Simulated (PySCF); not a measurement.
## Working out the excitation energy of C

C [He] 2s2 2p2 (3P) → C [He] 2s1 2p3 (5S). Calculation: PySCF 2.14, in x2c-QZVPPall (7s4p3d2f1g, 57 functions); scalar relativity by spin-free X2C-1e. Frozen: 1s2. Energies in hartree (1 hartree = 27.21139 eV):

```
            part   C (lower)   C (upper)
             UHF  -37.708625  -37.613705
CCSD correlation   -0.090539   -0.035214
             (T)   -0.002351   -0.000389
```

Task: What does Hartree-Fock give?

Result: (-37.613705) − (-37.708625) = 0.094920 hartree = 2.583 eV.

Task: What do CCSD and CCSD(T) give?

Result: The CCSD correlation energies differ by 0.055325 hartree = 1.505 eV and the triples by 0.001962 hartree = 0.053 eV, so CCSD gives 4.088 eV and CCSD(T) 4.141 eV.

Measured between the centres of the two terms (NIST): 4.179 eV, so CCSD(T) (valence) is off by -0.038 eV.

What remains against the reference includes basis incompleteness, the frozen core and higher excitations.
